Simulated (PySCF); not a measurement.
HfI3, SMILES [I][Hf+]([I])[I], charge +1, multiplicity 1.

Coordinates come from a B3LYP-D3(BJ)/def2-SVP optimisation. The spin state was assumed, not searched. The isomer is the one that the SMILES or the coordinates give; other isomers of the formula were not compared. The def2 effective core potentials stand for the cores of Hf, I; spin–orbit coupling is left out.

All values below come from ωB97X/def2-TZVP (PySCF).

Isolated molecule, no solvent.

```json
{
  "total_energy": "-941.19988 hartree",
  "point_group": "C3v",
  "highest_occupied_level": "-14.04 eV",
  "lowest_empty_level": "-6.17 eV",
  "orbital_gap": "7.87 eV",
  "dipole_moment_about_the_centre_of_nuclear_charge": "3.54 D",
  "mean_static_polarisability": "134.6 bohr³ (19.94 Å³)",
  "polarisability_principal_values": "91.5, 156.1, 156.1 bohr³"
}
```
